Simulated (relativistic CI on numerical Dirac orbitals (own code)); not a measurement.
# Radial parameters of Ni¹⁶⁺

Method of calculation: Dirac-Coulomb-Breit CI, KLI orbitals optimised for each configuration, model QED, unscaled Slater integrals (own radial code, finite nucleus).

Slater integrals F^k, G^k are unscaled and averaged over j, outside the closed core [Ne]; ζ comes from projecting the Hamiltonian with its Breit term on Σ l·s of the shell.

- 3s.3p: G^1(3s,3p) = 210690, ζ(3p) = 19489 cm⁻¹; <r>(3s) = 0.618, <r^2>(3s) = 0.4336, <r>(3p) = 0.6086, <r^2>(3p) = 0.4261 (bohr units).
- 3p2: F^2(3p,3p) = 163860, ζ(3p) = 19468 cm⁻¹; <r>(3p) = 0.6098, <r^2>(3p) = 0.4278 (bohr units).
- 3s.3d: G^2(3s,3d) = 138240, ζ(3d) = 1693.9 cm⁻¹; <r>(3s) = 0.6186, <r^2>(3s) = 0.4346, <r>(3d) = 0.5567, <r^2>(3d) = 0.3587 (bohr units).

Averages of the first 10 configurations, taken without configuration mixing, which lowers the lowest level and can move excited configurations by several eV; other configurations of the list can lie among them:

| Configuration | Parity | States | Average energy above the lowest level (eV) |
| --- | --- | --- | --- |
| 3s2 | even | 1 | 2.6 |
| 3s.3p | odd | 12 | 39.7 |
| 3p2 | even | 15 | 84.1 |
| 3s.3d | even | 20 | 98.1 |
| 3d2 | even | 45 | 196.9 |
| 3p.3d | odd | 60 | 139.3 |
| 3p.4s | odd | 12 | 314.4 |
| 3s.4s | even | 4 | 272.5 |
| 3d.4s | even | 20 | 369.2 |
| 3s.4p | odd | 12 | 289.5 |
